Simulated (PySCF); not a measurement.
# Computed spin Hamiltonian

Compound: C₃H₆FOSi (doublet state).
Atom-mapped SMILES: `[CH3:1][O:2][C@@H:3]1[SiH:4][C@H:5]1[F:6]` (hydrogens: H7, H8, H9 on C1; H10 on C3; H11 on Si4; H12 on C5)

Structure used (GFN2-xTB), in Å, numbered top down from 1:
```
atom  x, y, z in Å
C1     1.803    0.652    0.114
O2     0.667    0.152    0.773
C3    -0.216   -0.510   -0.070
Si4   -1.692    0.510   -0.761
C5    -1.563   -0.846    0.576
F6    -1.964   -2.143    0.351
H7     2.427    1.118    0.874
H8     2.362   -0.153   -0.378
H9     1.519    1.397   -0.640
H10    0.239   -1.314   -0.649
H11   -1.963    1.782   -0.094
H12   -1.616   -0.645    1.643
```

The hyperfine couplings belong to this conformer and change with its torsions.

The calculation used UKS B3LYP, pcH-1 on C F H O Si, non-relativistic, mean-field spin-orbit, GIAO (PySCF 2.14.0). Geometry: GFN2-xTB, one conformer, isolated molecule. A GFN2-xTB geometry isn't a minimum of the functional, and hyperfine couplings can be far from their values at a DFT geometry, by a factor of two or more for some ions and for spin on atoms past the first row. No stability test was run, so a lower SCF solution isn't excluded.

| Item | Value |
| --- | --- |
| g1, g2, g3 | 2.00197, 2.00412, 2.01376 |
| g_iso | 2.00662 |
| Form of g | rhombic: the two nearest values differ by 18 % of g3 − g1 |
| ⟨S²⟩ | 0.7530 (exact 0.7500) |
| HOMO–LUMO gap, α and β orbitals | 5.84, 2.74 eV |
| Total energy | -582.38794 Eh |
| Basis functions | 220 |

Hyperfine couplings atom by atom, in MHz; T1 to T3 are the principal values of the dipolar part; ρ(0) is the spin density at the nucleus:

```json
{"atom": "C1", "isotope": "13C", "a_iso": "1.6", "of which spin–orbit": "0.0", "T1": "-0.6", "T2": "-0.4", "T3": "1.0", "Mulliken spin population": "-0.01", "ρ(0) (bohr⁻³)": "0.0014"}
{"atom": "O2", "isotope": "17O", "a_iso": "-4.9", "of which spin–orbit": "0.0", "T1": "-30.2", "T2": "14.6", "T3": "15.6", "Mulliken spin population": "0.07", "ρ(0) (bohr⁻³)": "0.0080"}
{"atom": "C3", "isotope": "13C", "a_iso": "24.0", "of which spin–orbit": "0.1", "T1": "-13.9", "T2": "-13.0", "T3": "26.9", "Mulliken spin population": "0.12", "ρ(0) (bohr⁻³)": "0.0213"}
{"atom": "Si4", "isotope": "29Si", "a_iso": "-520.8", "of which spin–orbit": "0.2", "T1": "-149.2", "T2": "69.9", "T3": "79.3", "Mulliken spin population": "0.75", "ρ(0) (bohr⁻³)": "0.5862"}
{"atom": "C5", "isotope": "13C", "a_iso": "-11.4", "of which spin–orbit": "0.0", "T1": "-4.6", "T2": "-3.6", "T3": "8.2", "Mulliken spin population": "0.02", "ρ(0) (bohr⁻³)": "-0.0102"}
{"atom": "F6", "isotope": "19F", "a_iso": "64.8", "of which spin–orbit": "1.1", "T1": "-39.8", "T2": "-26.4", "T3": "66.3", "Mulliken spin population": "0.01", "ρ(0) (bohr⁻³)": "0.0151"}
{"atom": "H7", "isotope": "1H", "a_iso": "-0.5", "of which spin–orbit": "0.0", "T1": "-1.4", "T2": "-1.1", "T3": "2.6", "Mulliken spin population": "0.00", "ρ(0) (bohr⁻³)": "-0.0001"}
{"atom": "H8", "isotope": "1H", "a_iso": "5.5", "of which spin–orbit": "0.0", "T1": "-1.6", "T2": "-1.0", "T3": "2.7", "Mulliken spin population": "0.00", "ρ(0) (bohr⁻³)": "0.0012"}
{"atom": "H9", "isotope": "1H", "a_iso": "8.9", "of which spin–orbit": "0.0", "T1": "-2.0", "T2": "-1.1", "T3": "3.1", "Mulliken spin population": "0.01", "ρ(0) (bohr⁻³)": "0.0020"}
{"atom": "H10", "isotope": "1H", "a_iso": "-11.4", "of which spin–orbit": "0.0", "T1": "-5.4", "T2": "-3.1", "T3": "8.5", "Mulliken spin population": "-0.01", "ρ(0) (bohr⁻³)": "-0.0026"}
{"atom": "H11", "isotope": "1H", "a_iso": "107.7", "of which spin–orbit": "0.1", "T1": "-7.5", "T2": "0.6", "T3": "6.9", "Mulliken spin population": "0.04", "ρ(0) (bohr⁻³)": "0.0241"}
{"atom": "H12", "isotope": "1H", "a_iso": "-3.9", "of which spin–orbit": "0.0", "T1": "-3.9", "T2": "-0.7", "T3": "4.6", "Mulliken spin population": "0.00", "ρ(0) (bohr⁻³)": "-0.0009"}
```

The Mulliken spin populations are largest on Si4 (+0.75), C3 (+0.12) and O2 (+0.07). No atom but Si4 exceeds +0.15. The angles at Si4 add up to 271.3°, so it is pyramidal.

Axes: g2 points within 13° of the C3–C5 bond.

Under fast tumbling the dipolar parts average out, and these isotropic splittings remain: 1 × 1H (H11, I = 1/2, 2 lines) with 3.84 mT, 1 × 19F (F6, I = 1/2, 2 lines) with 2.31 mT, 1 × 1H (H10, I = 1/2, 2 lines) with 0.41 mT, 3 × 1H (H7/H8/H9, I = 1/2, 4 lines) with 0.17 mT and 1 × 1H (H12, I = 1/2, 2 lines) with 0.14 mT.

Class means assume fast exchange of nuclei equivalent by connectivity; if that motion is slow, each nucleus keeps its own coupling. The three 1H nuclei of mean +4.6 MHz run from -0.5 to 8.9 MHz in the frozen geometry.

The 13C coupling of C3 (24.0 MHz) shows only in satellite lines or after enrichment, since that isotope makes up about 1.07 % of natural carbon.

The 29Si coupling of Si4 (-520.8 MHz) shows only in satellite lines or after enrichment, since that isotope makes up about 4.7 % of natural silicon.

β density exceeds α density at some nuclei, such as C5 (-0.0102) and H10 (-0.0026), spin density in bohr⁻³. In a single determinant that takes different orbitals for the two spins, that is spin polarisation.
